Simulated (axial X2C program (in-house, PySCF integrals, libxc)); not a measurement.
Low determinants of CoO⁺ at the PBE0 level, scalar-relativistic

All values were computed with an in-house all-electron X2C program for linear molecules (integrals from PySCF). Spin-free means the one-electron spin-free X2C Hamiltonian. Basis: Co dyall-cv3z [9s10p6d3f2g], O dyall-av3z [7s6p3d2f] (cores contracted in-house); Gaussian nuclei, density fitting, unrestricted open shells. Masses: Co 58.933 u, O 15.995 u.

Search at 1.600 Å (vertical energies from the lowest determinant):

| ΔE (eV) | state | electrons beyond evenly filled partner blocks | electrons in σ, π, δ, φ |
| --- | --- | --- | --- |
| 0.00 | M_S = 2, Λ = 2 | σα, π+α, π-α, δ+α, δ+β, δ-α | 17 14 3 0 |
| 1.06 | M_S = 1, Λ = 2 | σβ, π+α, π-α, δ+α, δ+β, δ-α | 17 14 3 0 |
| 1.38 | M_S = 1, Λ = 0 | π+α, π-α | 16 14 4 0 |
| 1.59 | M_S = 2, Λ = 0 | π+α, π-α, δ+α, δ-α | 18 14 2 0 |
| 1.63 | M_S = 2, Λ = 1 | σα, π+α, π+β, π-α, δ+α, δ-α | 17 15 2 0 |
| 1.72 | M_S = 1, Λ = 3 | π+α, π+β, π-α, δ+α, δ+β, δ-α | 16 15 3 0 |
| 1.84 | M_S = 1, Λ = 1 | π+α, π-α, π-β, δ+α, δ+β, δ-α | 16 15 3 0 |

Lowest determinant, M_S = 2, Λ = 2 (beyond evenly filled blocks: σα, π+α, π-α, δ+α, δ+β, δ-α): Re = 1.610 Å, ωe = 807.7 cm⁻¹.

The determinant in row 2 of the search, M_S = 1, Λ = 2 (beyond evenly filled blocks: σβ, π+α, π-α, δ+α, δ+β, δ-α), was followed along the bond at PBE0; measured from the minimum of the lowest determinant it gives:

Te = 1.058 eV (8534 cm⁻¹), Re = 1.596 Å, ωe = 781.1 cm⁻¹.

(1) Compare the bond of the determinant in row 2 with that of the lowest one.

The search compares states at one distance, so a state with another bond length can lie lower; it is not exhaustive and yields mostly the lowest determinant of each block pattern, so other components and higher states of one pattern are missing. These are energies of single determinants, not of spin-adapted states; PBE0 term energies can be off by some tenths of an eV, and the functional has no current term. Row 2 is spin-contaminated (⟨S²⟩ = 3.02 against 2.00), so its values are not those of a pure state.

## Answers

(1) At PBE0 its Re is 0.014 Å shorter and its force constant, which goes as ωe², is 0.94 times that of the lowest determinant. This determinant mixes spin states, so it has no term energy of its own.
